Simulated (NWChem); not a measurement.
**Correlation energy of HClSi**

```
Si
H 1 1.5382
Cl 1 2.0903 2 95.27
```
Charge 0, spin multiplicity 1.

All runs are NWChem calculations. Structure: optimised with PBE0/def2-SVP, a minimum by its harmonic frequencies.

Basis set: 6-311G**. Each correlation energy counts from its own Hartree-Fock reference.

The correlated methods keep 10 core orbitals frozen. The Pople sets run with spherical d functions. The structure started from a generated list of species. Coupled-cluster values serve here as a point of comparison, not as the truth.

| method | correlation energy (mHa) |
|---|---|
| CR-CCSD[T] | -251.4 |
| MP2 | -215.0 |
| CR-CCSD(T) | -251.1 |
| SCS-MP2 | -216.5 |
| CCSD+T(CCSD) | -252.6 |
| CCSD(T) | [?] |
| CCSD | [?] |

Question: Some entries are withheld; supply them.

Answer: 
- CCSD(T), correlation energy (mHa): -252.3
- CCSD, correlation energy (mHa): -245.5
